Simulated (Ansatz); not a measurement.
HFGe, SMILES `[F][GeH]` (excited triplet) (charge 0, multiplicity 3). This triplet is an excited state, 1.90 eV above the relaxed singlet at the level composite: frozen-core CCSD(T) with HF/cc-pVQZ and the correlation energy extrapolated as X^-3 from cc-pVTZ and cc-pVQZ, plus CCSDT(Q) minus CCSD(T) in cc-pVDZ // B3LYP-D3(BJ)/def2-TZVP (Ansatz, a quantum-chemistry and plane-wave program).

Method: LDA/cc-pVTZ // B3LYP-D3(BJ)/def2-TZVP (Ansatz).

Ansatz 0.2 input:
```yaml
crystal:
  periodic: [false, false, false]
  atoms:
    - { symbol: F, position_ang: [1.430977, -0.267932, -0.000004] }
    - { symbol: Ge, position_ang: [-0.092022, 0.614729, -0.000001] }
    - { symbol: H, position_ang: [-1.338955, -0.346797, 0.000005] }
basis:
  gaussian: { orbitals: cc-pVTZ }
hamiltonian:
  xc: lda
magnetization:
  spin_polarized: true
  initial_magnetization: 2
```

Output:

```
Functional definition: SPW92
563 factors; their error is unknown
mean field evaluation 1: about -59146.1309 eV, gradient 2.7e1 eV
mean field evaluation 2: about -59116.6941 eV, gradient 9.4e1 eV
mean field evaluation 4: about -59147.9737 eV, gradient 4.2e0 eV
mean field evaluation 8: about -59148.0294 eV, gradient 8.9e-2 eV
mean field evaluation 16: about -59148.0294 eV, gradient 4.6e-5 eV
mean field -59148.02944104 eV, -2173.6499899839 hartree, gradient 4.6e-5 eV, S^2 2.001484; 0 other end points of the search recorded, 0 dependent functions left out
reference -59148.02946927 eV, -2173.6499910215 hartree; 22, 20 occupied and 65, 67 virtual orbitals, 563 factors
Total energy: -59148.02946927 eV, -2173.6499910215 hartree
```
